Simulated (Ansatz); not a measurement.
C$_{3}$H$_{5}$O$_{2}$ (SMILES CCO[C]=O), doublet (typed; the unrestricted solution is spin-contaminated), geometry from GFN2-xTB, with bond 5-4 at 2.2 times its length; B3LYP/STO-3G in Ansatz (a program for electronic structure).

The Ansatz input:
Ansatz 0.2 input:
```yaml
crystal:
  periodic: [false, false, false]
  atoms:
    - {symbol: C, position_ang: [-1.80024787, -0.16287169, 0.12684797]}
    - {symbol: C, position_ang: [-0.52467360, -0.78218325, 0.65886679]}
    - {symbol: O, position_ang: [0.53536223, 0.24228204, 0.78558465]}
    - {symbol: C, position_ang: [1.19052419, 0.62217988, -0.23744781]}
    - {symbol: O, position_ang: [1.23038126, 0.01548735, -2.80116943]}
    - {symbol: H, position_ang: [-1.63632647, 0.23901801, -0.87070106]}
    - {symbol: H, position_ang: [-2.13282420, 0.64024248, 0.78013088]}
    - {symbol: H, position_ang: [-2.57808951, -0.92051254, 0.07413738]}
    - {symbol: H, position_ang: [-0.64538024, -1.16671963, 1.67153298]}
    - {symbol: H, position_ang: [-0.15302218, -1.56431865, -0.00717255]}
basis:
  gaussian:
    orbitals: STO-3G
hamiltonian:
  xc: b3lyp
magnetization: {spin_polarized: true, initial_magnetization: 1}
scf: {lower_state_search: standard}
```

### Question
Predict the main parts of the log of this Ansatz run.

### Answer

```
Functional definition: B3LYP
419 factors; integrals over basis functions are off by at most 3.6e-5 eV
mean field evaluation 1: about -7170.5834 eV, gradient 2.1e1 eV
mean field evaluation 2: about -6962.3430 eV, gradient 4.8e1 eV
mean field evaluation 4: about -7139.3887 eV, gradient 3.6e1 eV
mean field evaluation 8: about -7181.7957 eV, gradient 3.2e0 eV
mean field evaluation 16: about -7183.3890 eV, gradient 3.3e-4 eV
mean field evaluation 32: about -7183.4190 eV, gradient 5.2e-1 eV
mean field evaluation 64: about -7182.5876 eV, gradient 1.2e-3 eV
mean field -7183.38896844 eV, -263.9846755143 hartree, gradient 9.8e-6 eV, S^2 1.664688; 8 other end points of the search recorded, 0 dependent functions left out
reference -7183.38913923 eV, -263.9846817908 hartree; 20, 19 occupied and 10, 11 virtual orbitals, 419 factors
Total energy: -7183.38913923 eV, -263.9846817908 hartree
```
